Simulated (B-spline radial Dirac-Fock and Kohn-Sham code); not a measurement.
Dy⁴⁸⁺: eigenvalues, ΔSCF and the reference

System: Dy⁴⁸⁺ in the configuration 1s2 2s2 2p6 3s2 3p6.

The density-functional columns are spherical, spin-unpolarised Dirac-Kohn-Sham results without Breit or QED terms: −ε is minus the orbital energy of the initial state and ΔSCF the difference of two total energies. The reference in the last column comes from ΔSCF Dirac-Fock with Breit, self-energy and vacuum polarisation, finite nucleus, configuration average. All numbers are from an atomic code on a B-spline grid, in eV; a selection of levels is shown. For the 1s level of heavy atoms much of the gap between ΔSCF and the reference is the Breit and QED part, -241.2 eV here; for other levels the error of the functional can be larger.

```csv
level,LDA −ε,LDA ΔSCF,Dirac-Fock
K (1s),56697.5,57220.2,56992.1
L1 (2s),11985.5,12111.8,12153.1
L2 (2p1/2),11583.2,11735.6,11710.3
L3 (2p3/2),10770.6,10910.2,10903.8
M1 (3s),4611.2,4664.3,4685.5
M2 (3p1/2),4459.4,4515.8,4504.8
M3 (3p3/2),4254.9,4308.6,4302.7
```

For the outermost level NIST gives 4303 ± 4 eV (theoretical); the differences from it are LDA −ε -48.06, LDA ΔSCF +5.60, Dirac-Fock -0.29 eV.

Values without a named source are computed, but for edge energies of neutral atoms, which are taken from tables.
